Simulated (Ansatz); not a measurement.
Cost and result for the atomization energy of H5InSi, SMILES `[SiH3][InH2]` (7 atoms, 6 bonds).

Total charge 0; spin multiplicity 1. Correlated methods include outer-core shells of In, which these sets cover unevenly. In takes the def2 core potential. The geometry is a stationary point of PBE0-D4/def2-TZVP. Program: Ansatz. All runs use 2 threads of a server CPU on a shared host. Times are those of one run each, without the atoms' runs, and a repeat can differ threefold. Electronic energies, without spin–orbit coupling; frozen cores. CCSD(T)/CBS adds CCSD(T) − MP2 in def2-TZVPP to the MP2 limit, and its time is that of the two runs behind it. T1 = 0.014. With those shells the extrapolation isn't a true limit.

CCSD(T)/CBS is a level of theory with its own doubt, some kJ/mol a heavy atom from the limit and from the frozen cores, so smaller differences don't rank the functionals.

| level | functions | wall time |
| --- | --- | --- |
| CCSD(T)/def2-SVP | 69 | 1.1 s |
| revPBE-D4/def2-TZVPP | 162 | 1.1 s |
| PBE0-D4/def2-TZVPP | 162 | 1.1 s |
| PBE-D4/def2-TZVPP (with forces) | 162 | 1.3 s |
| BLYP-D4/def2-TZVPP | 162 | 1.3 s |
| LDA (SPW92)/def2-TZVPP | 162 | 1.7 s |
| r2SCAN-D4/def2-TZVPP (with forces) | 162 | 2.3 s |
| B97M-V/def2-TZVPP | 162 | 4.1 s |
| ωB97X-V/def2-TZVPP | 162 | 4.1 s |
| ωB97M-V/def2-TZVPP (with forces) | 162 | 5.5 s |
| MP2/def2-QZVPP | 302 | 6.5 s |
| CCSD(T)/def2-TZVPP | 162 | 17 s |
| CCSD(T)/CBS(def2) | – | 23 s |

Task: What atomization energy does each give, and how far from CCSD(T)/CBS? (Estimate.)

Result: Computed: 
| level | atomization (kcal/mol) | difference from CCSD(T)/CBS | per bond |
| --- | --- | --- | --- |
| CCSD(T)/def2-SVP | 367.8 | -26.8 | -4.5 |
| revPBE-D4/def2-TZVPP | 377.3 | -17.3 | -2.9 |
| PBE0-D4/def2-TZVPP | 384.7 | -9.9 | -1.6 |
| PBE-D4/def2-TZVPP (with forces) | 382.4 | -12.2 | -2.0 |
| BLYP-D4/def2-TZVPP | 382.5 | -12.1 | -2.0 |
| LDA (SPW92)/def2-TZVPP | 431.6 | 37.0 | 6.2 |
| r2SCAN-D4/def2-TZVPP (with forces) | 391.9 | -2.7 | -0.5 |
| B97M-V/def2-TZVPP | 398.5 | 3.9 | 0.6 |
| ωB97X-V/def2-TZVPP | 398.9 | 4.3 | 0.7 |
| ωB97M-V/def2-TZVPP (with forces) | 394.2 | -0.4 | -0.1 |
| MP2/def2-QZVPP | 378.7 | -15.9 | -2.6 |
| CCSD(T)/def2-TZVPP | 386.4 | -8.2 | -1.4 |
| CCSD(T)/CBS(def2) | 394.6 | 0.0 | 0.0 |

From PBE to PBE0 (25 % exact exchange), in def2-TZVPP and without D4, the atomization energy moves by +2.7 kcal/mol. Leaving LDA and LC-ωPBE aside and taking each functional with its dispersion term where it has one, the values spread over 21.6 kcal/mol, from revPBE-D4 to ωB97X-V. LDA lies +51.8 kcal/mol from PBE without D4, its usual overbinding. In def2-TZVPP, CCSD(T) changes the Hartree–Fock value by +90.0 kcal/mol (the triples alone add +2.6 kcal/mol) and MP2 by +77.4 kcal/mol; breaking electron pairs costs correlation energy, which Hartree–Fock lacks.

Spin–orbit coupling would lower the free In atoms strongly, and the atomization energy with them, by more than many differences here.
